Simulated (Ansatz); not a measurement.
| atom | x (Å) | y (Å) | z (Å) |
| --- | --- | --- | --- |
| Os | 0.0000 | 0.0000 | 0.0000 |
| N | 0.0000 | 1.6203 | 1.1345 |
| N | 0.0000 | -1.6203 | 1.1345 |

Basis set: pcseg-2 on N; def2-TZVPP on Os (spherical functions, with the set's core potentials past Kr). Charge 0, multiplicity 3.

Computed with Ansatz (development build ahead of 0.2.0); each method stands on the lowest determinant of its kind that the runs found. Restricted functionals stand beside restricted open-shell atoms, which can lie above the unrestricted atoms usual in DFT and then raise those values.

The atomization energy at this shape (free ground-state atoms in the same class of orbitals less the molecule, no zero-point energy) of triplet OsN2:

```tsv
method	atomization energy
ωB97X (unrestricted)	548.6 kJ/mol
```

(1) What does ωB97X (restricted open-shell) give?

Results:

(1) 462.3 kJ/mol. Caution: another spin multiplicity may lie lower. Caution for ωB97X (unrestricted): the unrestricted determinant is a mixture of spin states. Caution for ωB97X (restricted open-shell): an unrestricted determinant lies well below.

The shape needn't be a minimum at these levels.
